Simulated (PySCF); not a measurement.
W⁺ (tungsten, charge +1) across methods

[Xe] 4f14 5d3 6s2, high-spin 4F determinant (an excited configuration). All numbers are calculated (PySCF 2.14, a scalar-relativistic core potential, in aug-cc-pVDZ-PP with ECP60MDF (5s5p4d2f, 54 functions)).

```tsv
method	E (hartree)	mean ε 5d α (eV)	mean ε 6s α (eV)	mean ε 6s β (eV)	Σ⟨r²⟩ (bohr²)	⟨S²⟩
TPSS	-66.9247	-14.792	-13.479	-12.170	45.68	3.753
PBE	-66.9533	-14.677	-13.499	-12.293	45.50	3.753
wB97X-V	-66.8952	-18.394	-16.068	-15.129	45.50	3.753
UHF	-66.36664	-20.125	-15.732	-14.013	46.70	3.760
r2SCAN	-66.9527	-15.275	-13.700	-12.332	45.82	3.760
LDA	-66.7724	-14.625	-13.758	-12.641	45.53	3.752
PBEsol	-66.8318	-14.619	-13.574	-12.348	45.51	3.753
PBE0	-66.9173	-16.191	-14.239	-12.980	45.58	3.754
```

Task: Estimate the same row for M06-2X.

Result: E (hartree) = -66.8394; mean ε 5d α (eV) = -17.463; mean ε 6s α (eV) = -15.227; mean ε 6s β (eV) = -13.542; Σ⟨r²⟩ (bohr²) = 45.69; ⟨S²⟩ = 3.758.

Energies and moments cover only the electrons outside the core potential. Spin-orbit coupling, absent here, splits the open shell strongly.
